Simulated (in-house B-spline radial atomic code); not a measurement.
Orbital energies and mean radii along the 31-electron series, configuration 1s2 2s2 2p6 3s2 3p6 3d10 4s2 4p1/2(1). The effective charge is n√(-2ε), a non-relativistic measure. Computed with an all-electron radial atomic-structure program (B-spline basis): Dirac-Hartree-Fock, jj configuration that fills j = l - 1/2 first, finite nuclei.

```csv
ion,Z,energy of 3d3/2 (Eh),mean radius of 3d3/2 (bohr),energy of 3d5/2 (Eh),mean radius of 3d5/2 (bohr),energy of 3p1/2 (Eh),mean radius of 3p1/2 (bohr),effective charge of 3d3/2
Lu40+,71,-126.44,0.18499,-124.39,0.18903,-149.33,0.19818,47.706
Hf41+,72,-131.96,0.18153,-129.77,0.18562,-155.79,0.1943,48.736
Ta42+,73,-137.6,0.17819,-135.25,0.18232,-162.4,0.19054,49.767
W43+,74,?,?,?,?,?,?,?
Re44+,75,-149.23,0.17185,-146.56,0.17606,-176.12,0.18335,51.828
Os45+,76,-155.23,0.16883,-152.38,0.17309,-183.23,0.17992,52.859
Ir46+,77,?,?,?,?,?,?,?
Pt47+,78,-167.58,0.16309,-164.36,0.16744,-197.94,0.17333,54.923
```

Question: Fill in the row of W43+.

Answer: energy of 3d3/2 (Eh): -143.36; mean radius of 3d3/2 (bohr): 0.17496; energy of 3d5/2 (Eh): -140.85; mean radius of 3d5/2 (bohr): 0.17914; energy of 3p1/2 (Eh): -169.18; mean radius of 3p1/2 (bohr): 0.18689; effective charge of 3d3/2: 50.798.

Question: Fill in the row of Ir46+.

Answer: energy of 3d3/2 (Eh): -161.35; mean radius of 3d3/2 (bohr): 0.16591; energy of 3d5/2 (Eh): -158.32; mean radius of 3d5/2 (bohr): 0.17022; energy of 3p1/2 (Eh): -190.5; mean radius of 3p1/2 (bohr): 0.17658; effective charge of 3d3/2: 53.891.

Question: How does the screening of 3d3/2 change?

Answer: Z less the effective charge goes from 23.29 at Z = 71 to 23.08 at Z = 78.
